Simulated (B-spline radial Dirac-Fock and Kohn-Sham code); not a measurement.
**Relativistic shifts of the levels of Tb⁴¹⁺**

System: the Tb⁴¹⁺ ion, configuration 1s2 2s2 2p6 3s2 3p6 3d6.

Both columns are ΔSCF binding energies of the configuration average from a radial B-spline solver: non-relativistic Hartree-Fock with a point nucleus, and Dirac-Fock with a finite nucleus and the Coulomb interaction alone, averaged over the two j levels with weights 2j+1.

```
shell  Hartree-Fock (eV)  Dirac-Fock (eV)  shift (eV)  shift (%)
   1s            51186.0          54412.3    +3226.33      +6.30
   2s            10008.9          10866.5     +857.57      +8.57
   2p             9626.7           9917.0     +290.27      +3.02
   3s             3637.8           3870.6     +232.83      +6.40
   3p             3471.2           3566.3      +95.10      +2.74
   3d             3203.2           3206.0       +2.75      +0.09
```

Relativity binds 1s, 2s, 2p, 3s, 3p, 3d more strongly, among those listed most of all 2s in relative terms.

Values without a named source are computed, but for edge energies of neutral atoms, which are taken from tables.
